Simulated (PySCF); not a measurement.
H3O3Si, SMILES O[Si](O)O (connectivity only; charge and spin as stated), charge +1, multiplicity 1.

Geometry: r2SCAN-D4/def2-SVP. The spin state was assumed, not searched. The isomer is the one that the SMILES or the coordinates give; other isomers of the formula were not compared. Other conformers were not sampled.

Two levels are set side by side: PBE/def2-TZVPD (PySCF) and r2SCAN/def2-TZVPD (PySCF). Same geometry, gas phase. Differences are taken from unrounded values.

| quantity | r2SCAN |
|---|---|
| orbital gap (eV) | 7.41 |
| highest occupied level (eV) | -15.07 |
| lowest empty level (eV) | -7.66 |
| mean polarisability (bohr³) | 30.1 |

**Question.** What does PBE give, and how far is it from r2SCAN? (The exact figures need the calculation; the answer reports its results.)

**Answer.** 
| quantity | PBE | PBE minus r2SCAN |
|---|---|---|
| orbital gap (eV) | 6.54 | -0.87 |
| highest occupied level (eV) | -14.69 | 0.38 |
| lowest empty level (eV) | -8.15 | -0.49 |
| mean polarisability (bohr³) | 31.3 | 1.3 |

Rough cost on one machine, each run with all the roots and properties that it gave: r2SCAN against PBE about 3 times.
